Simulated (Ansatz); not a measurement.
Basis-set extrapolation for C2H7NSi (`C/C=N\[SiH3]`) (PBE0-D4/def2-TZVP geometry, frozen core, the Gaussian-basis code of Ansatz). Multiplicity 1, RHF reference.

|  | def2-TZVPP | def2-QZVPP |
| --- | --- | --- |
| HF | -423.252537 | -423.268182 |
| MP2 correlation | -0.662690 | -0.707257 |
| CCSD(T) correlation | -0.736191 | not run |

Energies in hartree. Use E(X) = E(∞) + A·exp(−7.88·√X) for Hartree–Fock and E(X) = E(∞) + B·X^(−2.97) for correlation, with X = 3 and 4, and add CCSD(T) minus MP2 of the smaller set to the MP2 limit.

**Question.** What is the CCSD(T) energy at the basis-set limit?

**Answer.** HF limit: -423.268182 + (-0.015645) × 0.13774 = -423.27034. MP2 limit: -0.707257 + (-0.044567) × 0.74074 = -0.74027. Higher-order term: -0.736191 − (-0.662690) = -0.07350. Total: -424.08411 hartree, 59.9 kcal/mol below CCSD(T)/def2-TZVPP.
